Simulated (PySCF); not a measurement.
Steps of a relaxation of [AuCl2(H2O)2]−

[AuCl2(H2O)2]− (singlet). PySCF 2.14.0, RKS r2SCAN, Au def2-SVP with ECP60, Cl def2-SVP, O def2-SVP, H def2-SVP; non-relativistic Hamiltonian with scalar-relativistic core potentials where named; density fitting; no spin-orbit coupling. Origin of the start: template. Columns: position (Å) and force (eV/Å). Energies are counted from the last step; some of the 35 steps are shown. Forces carry noise of the integration grid, about 0.01 to 0.03 eV/Å.

Run from Python with OMP_NUM_THREADS=2. Where DIIS fails, smearing, a level shift and second-order steps follow.
It took 3.7 min on 2 threads of Arm Neoverse V1, on a shared host, from the converged density of the start.

```xyz
9
step 0  E = 6.712 eV
Au    0.0000    0.0000   -0.1496     0.00    0.00    2.26
Cl    1.2564    1.2564    1.1068     3.46    3.46    2.65
Cl   -1.2564   -1.2564    1.1068    -3.46   -3.46    2.65
O     1.1432   -1.1432   -1.2928     3.02   -3.02   -3.44
H     0.9393   -2.0283   -1.6334     0.06   -0.51   -0.17
H     2.0283   -0.9393   -1.6334     0.51   -0.06   -0.17
O    -1.1432    1.1432   -1.2928    -3.02    3.02   -3.44
H    -0.9393    2.0283   -1.6334    -0.06    0.51   -0.17
H    -2.0283    0.9393   -1.6334    -0.51    0.06   -0.17
```

```xyz
9
step 11  E = 0.966 eV
Au    0.0000    0.0000    1.1970     0.00    0.00   -0.79
Cl    1.6384    1.6384    0.9810    -0.02   -0.02    0.32
Cl   -1.6384   -1.6384    0.9810     0.02    0.02    0.32
O     1.2614   -1.2614   -1.9650     1.12   -1.12    0.68
H     1.0800   -2.1527   -1.5710    -0.06    1.13   -0.30
H     2.1527   -1.0800   -1.5710    -1.13    0.06   -0.30
O    -1.2614    1.2614   -1.9650    -1.12    1.12    0.68
H    -1.0800    2.1527   -1.5710     0.06   -1.13   -0.30
H    -2.1527    1.0800   -1.5710     1.13   -0.06   -0.30
```

```xyz
9
step 23  E = 0.053 eV
Au    0.0000    0.0000    0.6760     0.00    0.00   -0.09
Cl    1.6426    1.6426    0.6432    -0.15   -0.15   -0.03
Cl   -1.6426   -1.6426    0.6432     0.15    0.15   -0.03
O     1.4314   -1.4314   -1.8909    -0.04    0.04    0.48
H     0.7344   -1.7874   -1.3089     0.10    0.09   -0.20
H     1.7874   -0.7344   -1.3089    -0.09   -0.10   -0.20
O    -1.4314    1.4314   -1.8909     0.04   -0.04    0.48
H    -0.7344    1.7874   -1.3089    -0.10   -0.09   -0.20
H    -1.7874    0.7344   -1.3089     0.09    0.10   -0.20
```

Q: Where does the relaxation end?

A: It converges at step 34 in C2v:
```xyz
9
step 34  E = 0
Au    0.0000    0.0000    0.4754
Cl    1.6334    1.6334    0.4260
Cl   -1.6334   -1.6334    0.4260
O     1.6516   -1.6516   -1.6838
H     0.8079   -1.8638   -1.2537
H     1.8638   -0.8079   -1.2537
O    -1.6516    1.6516   -1.6838
H    -0.8079    1.8638   -1.2537
H    -1.8638    0.8079   -1.2537
```

Q: How did the contacts change?

A: 
| contact | start (Å) | end (Å) |
| --- | --- | --- |
| Au1–Cl2 (Cl) | 2.176 | 2.310 |
| Au1–Cl3 (Cl) | 2.176 | 2.310 |
| Au1–O4 (H2O) | 1.980 | 3.181 |
| Au1–O7 (H2O) | 1.980 | 3.181 |
| Au1–H5 (H2O) | 2.683 | 2.668 |
| Au1–H8 (H2O) | 2.683 | 2.668 |


No frequency check is given that shows the relaxed geometry to be a minimum.
